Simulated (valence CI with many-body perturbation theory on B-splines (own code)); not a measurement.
## Forbidden lines of La¹⁷⁺

Calculated by relativistic CI+MBPT: four valence electrons over a frozen Dirac-Fock core [Kr], a basis of 9 s, 9 p, 10 d, 8 f, 5 g, 3 h, 1 i functions for each j, with the one-electron correlation potential Σ1, the two-electron term Σ2, the three-electron term Σ3, Breit, model QED; selected CI, second order for the rest (own B-spline code, finite nucleus).

No measured levels were compared; by estimate terms of the open shell hold to 2 to 4 % of their energy, and close levels can change places. Core correlation moves these levels by up to 7200 cm⁻¹, and in measured spectra 5 to 20 % of such shifts remained as error; rates that hang on mixing are uncertain with them. Only levels of the ground parity were solved; by the run's estimate the other parity begins above the list, which can be wrong where configurations are misplaced.

Lines 51 to 100 of 120 in falling wavelength, among levels below 29.531 eV, chosen from the decays that carry over 1 % of a level's rate. Wavelengths and rates use the calculated energies, so an error of 2000 cm⁻¹ moves a line at 2838 Å by 5.7 % and its rate by three times that or more. Weak lines are less certain than strong ones. Lines between different terms over intervals too small for the method are left out, as are lines whose strength nearly cancels. Branching is blank where the lifetime is uncertain.

Names give the largest LS component (configuration and term), which can be under half, so a name can repeat, a term be missing and a line seem to break the LS rules; names also repeat where a configuration has a term twice. Letters in brackets count levels of one name in rising energy.

| λ vac (Å) | Upper | Lower | Type | A (s⁻¹) | Branch % |
| --- | --- | --- | --- | --- | --- |
| 2838 | 4d4 3P_2 [b] | 4d4 3D_2 | M1 | 1.62e+02 | 18.6 |
| 2740 | 4d4 3P_2 [a] | 4d4 3G_3 | M1 | 2.20e+01 | 1.8 |
| 2714 | 4d4 1I_6 | 4d4 3H_5 | M1 | 2.68e+02 | 55.8 |
| 2682 | 4d4 3G_3 | 4d4 5D_2 | M1 | 1.52e+02 | 39.3 |
| 2681 | 4d4 3P_0 [a] | 4d4 5D_1 | M1 | 1.46e+03 | 100.0 |
| 2650 | 4d4 3D_1 | 4d4 3F_2 [a] | M1 | 3.06e+02 | 19.7 |
| 2596 | 4d4 1F_3 | 4d4 3D_3 | M1 | 2.20e+02 | 24.5 |
| 2512 | 4d4 3F_2 [a] | 4d4 5D_2 | M1 | 2.37e+02 | 37.2 |
| 2443 | 4d4 1F_3 | 4d4 3D_2 | M1 | 1.48e+02 | 16.5 |
| 2424 | 4d4 3F_4 [c] | 4d4 3G_5 | M1 | 1.81e+02 | 8.2 |
| 2373 | 4d4 3F_2 [b] | 4d4 3D_1 | M1 | 2.23e+02 | 15.9 |
| 2302 | 4d4 1F_3 | 4d4 3G_4 | M1 | 1.16e+02 | 12.8 |
| 2273 | 4d4 3P_1 [a] | 4d4 5D_2 | M1 | 8.02e+02 | 89.5 |
| 2234 | 4d4 3P_2 [c] | 4d4 3D_3 | M1 | 5.44e+01 | 6.3 |
| 2215 | 4d4 3F_3 [b] | 4d4 3P_2 [a] | M1 | 9.09e+01 |  |
| 2198 | 4d4 3G_5 | 4d4 3H_4 | M1 | 3.10e+01 | 6.9 |
| 2186 | 4d4 3G_4 | 4d4 5D_3 | M1 | 3.84e+00 | 2.8 |
| 2178 | 4d4 3F_2 [b] | 4d4 3P_2 [a] | M1 | 2.27e+02 | 16.2 |
| 2129 | 4d4 3F_4 [b] | 4d4 3H_5 | M1 | 4.66e+01 | 8.6 |
| 2125 | 4d4 3F_4 [c] | 4d4 3F_3 [a] | M1 | 5.31e+02 | 24.2 |
| 2123 | 4d4 3P_2 [b] | 4d4 3P_1 [a] | M1 | 9.06e+01 | 10.4 |
| 2120 | 4d4 3P_2 [c] | 4d4 3D_2 | M1 | 1.10e+01 | 1.3 |
| 2116 | 4d4 3D_3 | 4d4 5D_4 | M1 | 3.16e+02 | 89.5 |
| 2083 | 4d4 1S_0 [a] | 4d4 3P_1 [a] | M1 | 1.20e+03 | 95.2 |
| 2073 | 4d4 3D_2 | 4d4 5D_3 | M1 | 1.49e+01 | 11.5 |
| 2021 | 4d4 3F_4 [a] | 4d4 5D_4 | M1 | 1.08e+02 | 12.2 |
| 1977 | 4d4 3F_3 [b] | 4d4 3F_3 [a] | M1 | 2.02e+01 |  |
| 1974 | 4d4 3D_3 | 4d4 5D_3 | M1 | 1.24e+01 | 3.5 |
| 1972 | 4d4 3F_2 [a] | 4d4 5D_1 | M1 | 4.00e+02 | 62.7 |
| 1959 | 4d4 3F_4 [b] | 4d4 3G_3 | M1 | 1.14e+02 | 21.0 |
| 1955 | 4d4 3D_1 | 4d4 3P_0 [a] | M1 | 5.68e+02 | 36.4 |
| 1950 | 4d4 3P_2 [b] | 4d4 3F_2 [a] | M1 | 3.90e+01 | 4.5 |
| 1947 | 4d4 3F_2 [b] | 4d4 3F_3 [a] | M1 | 3.30e+02 | 23.5 |
| 1891 | 4d4 3F_4 [a] | 4d4 5D_3 | M1 | 2.05e+02 | 23.0 |
| 1858 | 4d4 3P_2 [b] | 4d4 3G_3 | M1 | 1.59e+02 | 18.3 |
| 1822 | 4d4 3F_4 [c] | 4d4 3F_4 [a] | M1 | 8.79e+02 | 40.0 |
| 1790 | 4d4 3D_2 | 4d4 5D_2 | M1 | 5.66e+00 | 4.4 |
| 1716 | 4d4 3D_3 | 4d4 5D_2 | M1 | 1.70e+01 | 4.8 |
| 1712 | 4d4 3F_3 [b] | 4d4 3F_4 [a] | M1 | 9.96e+01 |  |
| 1694 | 4d4 3P_2 [c] | 4d4 3P_1 [a] | M1 | 1.98e+02 | 23.0 |
| 1680 | 4d4 1F_3 | 4d4 3G_3 | M1 | 1.33e+02 | 14.8 |
| 1675 | 4d4 3F_4 [b] | 4d4 3H_4 | M1 | 1.23e+02 | 22.6 |
| 1647 | 4d4 3F_3 [a] | 4d4 5D_3 | M1 | 1.95e+02 | 17.1 |
| 1628 | 4d4 3F_2 [b] | 4d4 3D_3 | M1 | 2.24e+02 | 15.9 |
| 1612 | 4d4 3F_4 [c] | 4d4 3G_4 | M1 | 2.05e+02 | 9.3 |
| 1585 | 4d4 3G_5 | 4d4 5D_4 | M1 | 2.52e+01 | 5.6 |
| 1521 | 4d4 3P_2 [c] | 4d4 3G_3 | M1 | 2.43e+02 | 28.2 |
| 1512 | 4d4 3P_2 [a] | 4d4 5D_3 | M1 | 9.37e+02 | 77.8 |
| 1498 | 4d4 3D_2 | 4d4 5D_1 | M1 | 6.57e+01 | 50.6 |
| 1467 | 4d4 1F_3 | 4d4 3H_4 | M1 | 1.43e+02 | 15.8 |
